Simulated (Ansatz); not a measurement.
Geometry optimisation, Ansatz, RKS BLYP/cc-pVDZ.

input.yaml

```yaml
crystal:
  periodic: [false, false, false]
  atoms:
    - { symbol: B, position_ang: [0.0, 0.0, 0.0] }
    - { symbol: Cl, position_ang: [0.0, 0.0, 1.86] }
    - { symbol: F, position_ang: [1.1431, 0.0, -0.66] }
    - { symbol: O, position_ang: [-1.2211, 0.0, -0.705] }
    - { symbol: H, position_ang: [-1.7308, -0.8467, -0.4965] }
basis:
  gaussian: { orbitals: cc-pVDZ }
hamiltonian:
  xc: blyp
relax:
  f_tol: 0.02
  max_steps: 40
```

Launched with:

```bash
$ ansatz run input.yaml --threads 1 --pin off --max-ram 2048MiB --backend cpu --events-out ev --progress --plain --runs-dir out
```

Q: Where does it end, and by what steps?

A: The run converged. After 6 steps the energy has fallen by 0.459 eV; H5 moved furthest, 0.40 Å.

```
step  energy less start (eV)  largest force component (eV/Å)  accepted
   0                  0.0000                           2.023       yes
   1                 -0.1792                           2.025       yes
   2                 -0.3546                           1.069       yes
   3                 -0.3855                           1.876       yes
   4                 -0.4528                           0.436       yes
   5                 -0.4580                           0.127       yes
   6                 -0.4588                           0.012       yes
```

```xyz
5
Properties=species:S:1:pos:R:3
B 0.010 -0.079 -0.035
Cl -0.055 -0.113 1.761
F 1.178 0.211 -0.626
O -1.071 -0.335 -0.815
H -1.870 -0.531 -0.287
```

Whether the end is a true minimum wasn't checked by a vibrational analysis.

Run time: 9.7 s on 1 thread of AMD EPYC 7R43 64-Core Processor (Zen 3) (shared host), peak memory 0.17 GiB.
